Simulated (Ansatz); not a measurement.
GaHI$_{2}$, SMILES `[I][GaH][I]`, relaxed with RKS PBE0-D4/def2-TZVP in the Gaussian-basis code of Ansatz from a PBE-D4/def2-SVP geometry. The force threshold is 0.005 eV/Å; the program also tests the step.

Total charge 0; spin multiplicity 1. I takes the def2 core potential.

Start:

```xyz
4

I     1.215   -0.807   -1.874
Ga    0.055    0.241    0.077
I    -1.664   -1.135    1.260
H     0.394    1.701    0.536
```

Task: By how much does the energy fall, and how many steps does the optimiser take? (An estimate is asked.)

Result: Computed: 0.20 kcal/mol, in 3 steps.

Task: Which bonds change most? (Best estimate.)

Result: Ansatz gave: I1–Ga2 from 2.500 to 2.475 Å; Ga2–I3 from 2.500 to 2.475 Å; Ga2–H4 from 1.567 to 1.554 Å.

Task: Give the relaxed structure. (An estimate is asked.)

Result: Ansatz gave: 
```xyz
4

I     1.201   -0.801   -1.855
Ga    0.055    0.240    0.076
I    -1.646   -1.125    1.246
H     0.390    1.687    0.533
```
